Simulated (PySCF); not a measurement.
A calculated (LDA, PySCF 2.14, cc-pVTZ, the non-relativistic Hamiltonian (point nucleus)) atom or ion has these occupied shells.

| shell | electrons | orbital energy (eV) | rms radius, mean of both spins (bohr) |
| --- | --- | --- | --- |
| 1s α | 1 | -4374.6 | 0.0853 |
| 1s β | 1 | -4374.6 | 0.0853 |
| 2s α | 1 | -484.05 | 0.377 |
| 2s β | 1 | -483.78 | 0.377 |
| 2p α | 3 | -403.37 | 0.343 |
| 2p β | 3 | -403.17 | 0.343 |
| 3s α | 1 | -69.938 | 1.16 |
| 3s β | 1 | -69.132 | 1.16 |
| 3p α | 3 | -49.310 | 1.26 |
| 3p β | 3 | -48.501 | 1.26 |
| 3d α | 1 | -18.664 | 1.76 |

Question: Name the element and its charge.

Answer: Sc²⁺ (scandium, charge +2), in [Ar] 3d1, 2D determinant.
